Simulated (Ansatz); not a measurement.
Mulliken charges of CH$_{5}$FGaNSi, SMILES `N=[CH][Ga]([F])[SiH3]` from PBE/def2-TZVPP in Ansatz (PBE0-D4/def2-TZVP geometry).

| atom | x (Å) | y (Å) | z (Å) | charge (e) |
| --- | --- | --- | --- | --- |
| N1 | -0.587 | 1.375 | -2.060 | -0.160 |
| C2 | -0.281 | 0.144 | -2.021 | -0.187 |
| Ga3 | 0.166 | -0.836 | -0.347 | 0.501 |
| F4 | 0.553 | -2.542 | -0.584 | -0.342 |
| Si5 | 0.255 | -0.029 | 1.923 | -0.009 |
| H6 | -0.578 | 1.807 | -1.133 | 0.157 |
| H7 | -0.272 | -0.380 | -2.983 | 0.110 |
| H8 | -0.125 | 1.408 | 1.992 | -0.029 |
| H9 | 1.636 | -0.185 | 2.450 | -0.021 |
| H10 | -0.684 | -0.814 | 2.766 | -0.020 |

Question: By hand: the dipole of these point charges (1 e Å = 4.8032 D).

Answer: Σ q r = (-0.100, 0.425, 0.046) e Å, of length 0.439 e Å = 2.11 D.

Question: How does the dipole of the full density compare? (An estimate is asked.)

Answer: The calculation gave: (-0.016, 0.221, 0.308) e Å, 1.82 D; the point charges give 1.16 times that, at 49° from its direction.

Point charges leave out the atoms' own dipoles, such as those of lone pairs, and Mulliken's split depends on the basis, so the two needn't agree.
